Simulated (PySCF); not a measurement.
CH₂Cl₂, charge +1, doublet, geometry from GFN2-xTB (a state made from the parent by changing its charge; the spin is typed, not shown lowest); MP2/def2-SVPD in PySCF.

PySCF was given this input:
```python
from pyscf import gto, scf, mp

mol = gto.M(
    atom='''
Cl   -1.481313    0.222517   -0.019464
C    -0.006502   -0.724822    0.054761
Cl    1.485072    0.196458   -0.012190
H    -0.014020   -1.320082    0.987986
H    -0.010861   -1.453565   -0.778434
''',
    basis='def2-svpd',
    charge=1,
    spin=1,
    verbose=4,
)

mf = scf.UHF(mol)
mf.kernel()

pt = mp.MP2(mf)
pt.kernel()
print('E(MP2) = %.10f' % pt.e_tot)
```

Output, abridged:

```
PySCF version 2.14.0

[INPUT] verbose = 4
[INPUT] num. atoms = 5
[INPUT] num. electrons = 41
[INPUT] charge = 1
[INPUT] spin (= nelec alpha-beta = 2S) = 1
[INPUT] symmetry False subgroup None
[INPUT] Mole.unit = angstrom
[INPUT] Symbol           X                Y                Z      unit          X                Y                Z       unit  Magmom
[INPUT]  1 Cl    -1.481313000000   0.222517000000  -0.019464000000 AA   -2.799275874758   0.420496188060  -0.036781629289 Bohr   0.0
[INPUT]  2 C     -0.006502000000  -0.724822000000   0.054761000000 AA   -0.012286999262  -1.369715069059   0.103483292307 Bohr   0.0
[INPUT]  3 Cl     1.485072000000   0.196458000000  -0.012190000000 AA    2.806379355260   0.371251814980  -0.023035761458 Bohr   0.0
[INPUT]  4 H     -0.014020000000  -1.320082000000   0.987986000000 AA   -0.026493960266  -2.494593441968   1.867022954905 Bohr   0.0
[INPUT]  5 H     -0.010861000000  -1.453565000000  -0.778434000000 AA   -0.020524315439  -2.746839754253  -1.471027066050 Bohr   0.0

nuclear repulsion = 134.397267828977
number of shells = 38
number of NR pGTOs = 140
number of NR cGTOs = 90
basis = def2-svpd
ecp = {}

******** <class 'pyscf.scf.uhf.UHF'> ********
method = UHF
initial guess = minao
damping factor = 0
level_shift factor = 0
DIIS = <class 'pyscf.scf.diis.CDIIS'>
diis_start_cycle = 1
diis_space = 8
diis_damp = 0
SCF conv_tol = 1e-09
SCF conv_tol_grad = None
SCF max_cycles = 50
direct_scf = True
direct_scf_tol = 1e-13
number electrons alpha = 21  beta = 20
Set gradient conv threshold to 3.16228e-05
init E= -957.958116825279

cycle= 1 E= -957.112932349156  delta_E= 0.845  |g|= 0.502  |ddm|= 1.73
cycle= 2 E= -957.21364152725  delta_E= -0.101  |g|= 0.398  |ddm|= 1.15
cycle= 3 E= -957.290938058452  delta_E= -0.0773  |g|= 0.0444  |ddm|= 0.557
cycle= 4 E= -957.294132709153  delta_E= -0.00319  |g|= 0.0207  |ddm|= 0.126
cycle= 5 E= -957.295046342614  delta_E= -0.000914  |g|= 0.0109  |ddm|= 0.056
cycle= 6 E= -957.295494181631  delta_E= -0.000448  |g|= 0.00541  |ddm|= 0.0452
cycle= 7 E= -957.295603798829  delta_E= -0.00011  |g|= 0.00157  |ddm|= 0.0296
cycle= 8 E= -957.29561124353  delta_E= -7.44e-06  |g|= 0.000546  |ddm|= 0.00785
cycle= 9 E= -957.29561191057  delta_E= -6.67e-07  |g|= 0.000202  |ddm|= 0.00243
cycle= 10 E= -957.295612005159  delta_E= -9.46e-08  |g|= 8.8e-05  |ddm|= 0.000837
cycle= 11 E= -957.29561202614  delta_E= -2.1e-08  |g|= 3.67e-05  |ddm|= 0.000409
cycle= 12 E= -957.295612029772  delta_E= -3.63e-09  |g|= 1.72e-05  |ddm|= 0.000186
cycle= 13 E= -957.295612030405  delta_E= -6.33e-10  |g|= 1.02e-05  |ddm|= 6.22e-05
Extra cycle  E= -957.295612030592  delta_E= -1.87e-10  |g|= 8.2e-06  |ddm|= 2.28e-05
converged SCF energy = -957.295612030592  <S^2> = 0.76549373  2S+1 = 2.0154342

******** <class 'pyscf.mp.ump2.UMP2'> ********
nocc = (np.int64(21), np.int64(20)), nmo = (90, 90)
E(UMP2) = -957.764050016189  E_corr = -0.468437985597298
E(SCS-UMP2) = -957.748682038057  E_corr = -0.453070007465305
E_corr(same-spin) = -0.125833356059369
E_corr(oppo-spin) = -0.342604629537929
E(MP2) = -957.7640500162
```
